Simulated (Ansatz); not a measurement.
`O=[C](O)[GaH2]` + H₂ → `O=CO` + `[GaH3]` at 400 K and 1 bar (hydrogenolysis of a C–Ga bond).

Isolated molecules relaxed with PBE0-D4/def2-TZVP in Ansatz; ΔE leaves out vibrations. CBS: MP2 limit from def2 TZ/QZ plus the TZ coupled-cluster correction, frozen cores. This one scheme is used for every species. For Ga outer-core shells are correlated without core-valence functions, which leaves a few kJ/mol of doubt a bond. Scalar relativity is left out up to krypton. One conformer a species, not always the lowest.

```csv
species,CCSD(T)/CBS energy (Eh),H − E (kJ/mol),S (J/(mol·K))
`O=[C](O)[GaH2]`,-2114.12453,123.0,347.7
H₂,-1.17544,38.0,139.0
`O=CO`,-189.60296,105.1,262.3
`[GaH3]`,-1925.70545,64.2,231.8
```

H − E and S are ideal-gas, rigid-rotor, harmonic terms from PBE0-D4/def2-TZVP, for one conformer and one mirror image of each species. For small species the MP2-based limit differs from directly extrapolated CCSD(T) by up to some mEh (0.8 for H₂); such offsets cancel only in part. 1 Eh = 2625.50 kJ/mol, R = 8.31446 J/(mol·K).

**Question.** By hand: ΔE, ΔH, ΔS and ΔG.

**Answer.** ΔE = (-189.60296) + (-1925.70545) − (-2114.12453) − (-1.17544) = -0.00844 Eh = -22.2 kJ/mol. Δ(H − E) = 105.1 + 64.2 − 123.0 − 38.0 = 8.3, so ΔH = -13.9 kJ/mol. ΔS = 262.3 + 231.8 − 347.7 − 139.0 = 7.4 J/(mol·K). ΔG = -13.9 − 400 × (7.4)/1000 = -16.9 kJ/mol.

**Question.** By hand: the equilibrium constant, and the temperature at which ΔG would vanish if ΔH and ΔS stayed fixed.

**Answer.** log₁₀ K = −ΔG/(RT ln 10) = 2.2. ΔH and −TΔS have one sign here, so there is no such temperature.

The number of gas molecules stays the same, so ΔS is small and ΔH decides. A doubt of 5 kJ/mol in ΔE shifts log₁₀ K by 0.7 here. Other conformers and mirror images would add mixing entropy, several J/(mol·K) or more a flexible species. These are equilibria of isolated gas molecules and say nothing of rates. Largest T1 diagnostic: 0.017 (customary marks: 0.02 for closed shells, 0.045 for open ones).

ΔS is within the doubt of such terms, so its sign, and with it that verdict, could turn.
